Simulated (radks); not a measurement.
The nickel ion Ni17+, 11 electrons, occupied as [Ne] 3s1 (the NIST ground configuration).

Calculated with a radial shooting solver on a logarithmic mesh with Libxc functionals: scalar-relativistic Kohn-Sham, LDA (Slater exchange, VWN5 correlation), spin-polarised, spherical densities, finite nucleus; open shells are filled with parallel spins first; Fermi nuclear charge, rms radius 3.7757 fm.

Energy parts (eV):
total: -37277.942
kinetic: 37844.592
electron-nucleus: -81571.649
Hartree: 7614.855
exchange-correlation: -1165.741

Orbitals (lengths in bohr, moments of r in powers of bohr):
orbital  occ.  eigenvalue (eV)       <r^4>
1s up       1        -8822.173  0.00003993
1s down     1        -8821.013  0.00003993
2s up       1        -1574.018    0.008080
2s down     1        -1572.663    0.008032
2p up       3        -1444.136    0.005905
2p down     3        -1442.908    0.005864
3s up       1        -592.7192      0.2581
3s down     0        -584.0710      0.2599

The highest occupied level is 3s up at -592.72 eV. Spin moment in Bohr magnetons: 1. The density falls to 0.001 e/bohr^3 at r = 1.33 bohr. The electron density at the nucleus is 1.968e+04 e/bohr^3 (large components only). The spin density at the nucleus is 199.9 e/bohr^3 (1s 1.3, 2s -0.8, 3s 199.4). For comparison, the ionisation energy in NIST's Atomic Spectra Database is 607.02 eV (semi-empirical). In exact Kohn-Sham theory the highest level is minus the ionisation energy, but local and semilocal functionals leave it too shallow, through self-interaction and a potential that decays too fast; potentials with the right tail come closer. Summed over all electrons, <r^2> = 0.8930 bohr^2, which gives a Langevin (diamagnetic) susceptibility term of -0.707 x 10^-6 cm^3/mol.
